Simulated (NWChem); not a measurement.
Species: CH2N cation; SMILES [NH+]#C

Computed with NWChem. Pople sets run with spherical d functions. Structure relaxed at the PBE0-D3(BJ)/def2-TZVP level. Vertical excitations in the gas phase; the lowest state need not have the same character in each row.

| level | lowest excitation, singlet (eV) | oscillator strength of that lowest state | lowest triplet (eV) | orbital gap (eV) |
|---|---|---|---|---|
| PBE/6-31G*, full TDDFT | 8.92 | 0.000 | 6.72 | 8.92 |
| B3LYP/6-31G*, full TDDFT | 8.67 | 0.000 | 6.49 | 11.10 |
| BHandHLYP/6-31G*, full TDDFT | 8.36 | 0.000 | 5.92 | 14.42 |
| PBE0/6-31G*, full TDDFT | 8.69 | 0.000 | ___ | ___ |

Fill in the missing entries.


- PBE0/6-31G*, full TDDFT, lowest triplet (eV): 6.30
- PBE0/6-31G*, full TDDFT, orbital gap (eV): 11.72
